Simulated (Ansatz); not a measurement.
`N[SiH2][TeH]` + H₂Se → `[SeH][SiH2][TeH]` + NH₃ at 400 K and 1 bar (ligand exchange at the Si–N bond).

Calculated with Ansatz (gas phase, PBE0-D4/def2-TZVP geometries, no zero-point term in ΔE). CCSD(T)/CBS is the MP2 limit (def2-TZVPP, def2-QZVPP) plus CCSD(T) − MP2 in def2-TZVPP, frozen cores. This one scheme is used for every species. Elements past krypton have def2 core potentials. For Se, Te outer-core shells are correlated without core-valence functions, which leaves a few kJ/mol of doubt a bond. Scalar relativity is left out up to krypton. One conformer a species, not always the lowest.

```tsv
species	CCSD(T)/CBS energy (Eh)	H − E (kJ/mol)	S (J/(mol·K))
`N[SiH2][TeH]`	-614.55865	160.5	361.4
H₂Se	-2401.89790	49.4	229.5
`[SeH][SiH2][TeH]`	-2959.95331	114.4	385.2
NH₃	-56.50880	104.2	203.1
```

H − E and S are ideal-gas, rigid-rotor, harmonic terms from PBE0-D4/def2-TZVP, for one conformer and one mirror image of each species. 1 Eh = 2625.50 kJ/mol, R = 8.31446 J/(mol·K).

Problem. By hand: ΔE, ΔH, ΔS and ΔG.

Solution. ΔE = (-2959.95331) + (-56.50880) − (-614.55865) − (-2401.89790) = -0.00556 Eh = -14.6 kJ/mol. Δ(H − E) = 114.4 + 104.2 − 160.5 − 49.4 = 8.7, so ΔH = -5.9 kJ/mol. ΔS = 385.2 + 203.1 − 361.4 − 229.5 = -2.6 J/(mol·K). ΔG = -5.9 − 400 × (-2.6)/1000 = -4.9 kJ/mol.

Problem. By hand: the equilibrium constant, and the temperature at which ΔG would vanish if ΔH and ΔS stayed fixed.

Solution. log₁₀ K = −ΔG/(RT ln 10) = 0.6. ΔG = 0 at ΔH/ΔS = 2269 K, though so small a ΔH makes that figure unsure.

The number of gas molecules stays the same, so ΔS is small and ΔH decides. The sign of ΔG lies within the doubt. A doubt of 5 kJ/mol in ΔE shifts log₁₀ K by 0.7 here. Other conformers and mirror images would add mixing entropy, several J/(mol·K) or more a flexible species. These are equilibria of isolated gas molecules and say nothing of rates. Largest T1 diagnostic: 0.011 (customary marks: 0.02 for closed shells, 0.045 for open ones).
